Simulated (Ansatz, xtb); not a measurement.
**Relative energy of two isomers of C4H7FOSi**

Structure I is `O[Si@@H]1CC=C(F)C1`, a singlet and structure II is `O=C1CC([SiH2]F)C1`, a singlet. Both are isolated molecules in the gas phase, relaxed with r2SCAN-D4/def2-SVP; the shapes shown needn't be the lowest conformers.

I (Å):

```xyz
14

C    -0.6105    0.4114    1.4810
C     0.8597    0.6744    1.2687
C     1.7211    0.1069    2.1306
C     1.2515   -0.7613    3.2538
F     3.0482    0.2896    2.0278
O    -0.9485   -2.4131    2.4371
Si   -0.6023   -0.8472    2.9048
H    -1.8765   -2.6413    2.3116
H    -1.4770   -0.4508    4.0523
H    -1.0905    0.0056    0.5706
H    -1.1630    1.3379    1.7273
H     1.2294    1.3043    0.4522
H     1.5131   -0.3238    4.2343
H     1.7257   -1.7586    3.2145
```

II (Å):

```xyz
14

C    -0.9375    1.0438   -0.4621
C    -1.7809   -0.1565   -0.0219
C    -1.3196    0.1441    1.4447
C    -0.2258    1.1199    0.8920
F     0.4216   -2.0348    1.5215
O    -0.9261    1.7322   -1.4430
Si   -0.7146   -1.3104    2.4463
H    -2.8560   -0.1227   -0.2600
H    -1.3592   -1.0942   -0.4272
H    -2.0992    0.7056    1.9873
H    -0.0678   -0.8876    3.7205
H    -1.7948   -2.3033    2.7076
H     0.7766    0.6587    0.8279
H    -0.1247    2.1190    1.3450
```

Quicker runs give these differences E(II) − E(I): GFN2-xTB −0.450 eV; HF/STO-3G +0.534 eV (at GFN2-xTB geometries); r2SCAN-D4/def2-SVP//GFN2-xTB +0.194 eV.

Question: Estimate E(II) − E(I) at the level CCSD(T)/def2-SVP + ΔMP2/def2-TZVPP.

Answer: Not settled: CCSD(T)/def2-SVP + ΔMP2/def2-TZVPP gives E(II) − E(I) = +0.253 eV, but this leans on the basis-set step: CCSD(T) alone gives −0.003 eV.

The same difference at several levels:

```tsv
level	geometry	E(II) − E(I) (eV)	departure from the last row (eV)	job, with rough time for the two
GFN2-xTB	GFN2-xTB	−0.450	−0.703	optimisation, 0.28 s
HF/STO-3G	GFN2-xTB	+0.534	+0.281	single point, 0.78 s
r2SCAN-D4/def2-SVP//GFN2-xTB	GFN2-xTB	+0.194	−0.059	single point, 4.8 s
r2SCAN-D4/def2-SVP	r2SCAN-D4/def2-SVP	+0.195	−0.058	optimisation, 90 s
HF/def2-SVP	r2SCAN-D4/def2-SVP	+0.043	−0.210	part of the CCSD(T) run
MP2/def2-SVP	r2SCAN-D4/def2-SVP	−0.006	−0.259	part of the CCSD(T) run
CCSD(T)/def2-SVP	r2SCAN-D4/def2-SVP	−0.003	−0.257	single point
CCSD(T)/def2-SVP + ΔMP2/def2-TZVPP	r2SCAN-D4/def2-SVP	+0.253		single point, 98 s
```

As drawn, II has 1 C=O, 2 C–C, 1 F–Si, 1 Si–H in place of 1 O–Si, 1 C–Si, 1 C=C, 1 C–F, 1 O–H. Structure I has a 5-membered ring, II a 4-membered ring.

GFN2-xTB puts the two in the other order. MP2/def2-SVP, CCSD(T)/def2-SVP find them nearly level. The largest departure from CCSD(T)/def2-SVP + ΔMP2/def2-TZVPP is that of GFN2-xTB, 0.703 eV. The last row adds to CCSD(T) the change of the MP2 difference between the two basis sets, here +0.257 eV, a large step that makes the value less sure.

With thermal terms from frequencies at re-optimised GFN2-xTB minima (ideal gas, soft modes damped towards free rotors, one conformer each, 298.15 K, 1 atm): on the last row, ΔE + ΔZPE = +0.213, ΔH = +0.215, ΔG = +0.192 eV.

The correlated steps freeze 11 core orbitals. Mirror images aren't counted in ΔG. Programs: Ansatz 0.2.0, xtb 6.7.1; the last row on 2 threads of Intel(R) Xeon(R) Processor @ 2.70GHz on a shared host.
